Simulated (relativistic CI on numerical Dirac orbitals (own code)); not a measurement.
Hyperfine structure of Pr XXXI, mass number 141

Calculated at this level of theory: Dirac-Coulomb-Breit CI, separate exchange-only KLI orbitals for each configuration, model QED (radiative potential, 1s self-energy scaled to tabulated hydrogen-like ionisation energies), unscaled Slater integrals (own radial code, finite nucleus).

Configurations in the expansion (outside the closed core [Ar]): 3d10 4s, 3d10 4p, 3d10 4d, 3d10 4f, 3d10 5s, 3d10 5p, 3d10 5d, 3d10 5f, 3d10 5g, 3d9 4p2, 3d10 6s, 3d10 6p, 3d10 6d, 3d8 4s 4p2, 3d9 4s2, 3d10 6f. Levels of other configurations are missing.

Nuclear spin I = 5/2, μ = 4.266 μN, Q = -0.0589 b (tables of Stone and Pyykkö). The electronic factors are computed for point nuclear moments, without core polarisation or the Bohr-Weisskopf and QED corrections.

```json
{"Level": "3d10 4s 2S_1/2", "E (eV)": "0.000", "A (GHz)": "934.5", "B (GHz)": ""}
{"Level": "3d10 4p 2P°_1/2", "E (eV)": "63.500", "A (GHz)": "284.1", "B (GHz)": ""}
{"Level": "3d10 4p 2P°_3/2", "E (eV)": "93.402", "A (GHz)": "40.73", "B (GHz)": "-2.75"}
{"Level": "3d10 4d 2D_3/2", "E (eV)": "195.345", "A (GHz)": "19.62", "B (GHz)": "-0.446"}
{"Level": "3d10 4d 2D_5/2", "E (eV)": "201.455", "A (GHz)": "8.039", "B (GHz)": "-0.577"}
{"Level": "3d10 4f 2F°_5/2", "E (eV)": "310.546", "A (GHz)": "3.703", "B (GHz)": "-0.132"}
{"Level": "3d10 4f 2F°_7/2", "E (eV)": "311.616", "A (GHz)": "2.036", "B (GHz)": "-0.152"}
{"Level": "3d10 5s 2S_1/2", "E (eV)": "479.914", "A (GHz)": "426.6", "B (GHz)": ""}
```

Levels with J = 0, under 50 % of one LS term, or S terms without an open s electron are left out. Small factors come from cancelling terms and can be off by tens of per cent or more.

At this charge energies of transitions that change n are usually good to better than 1 %, and those within a shell (Δn = 0) to a few per cent.

**Question.** Give the hyperfine levels of 3d10 4s 2S_1/2 relative to its centre of gravity.

**Answer.** With K = F(F + 1) − I(I + 1) − J(J + 1), E = AK/2: F = 2: -1635, F = 3: 1168 GHz.

LS names give the leading component of a level, which can be under half, so a name can repeat, a term be missing and a line seem to break the LS rules.
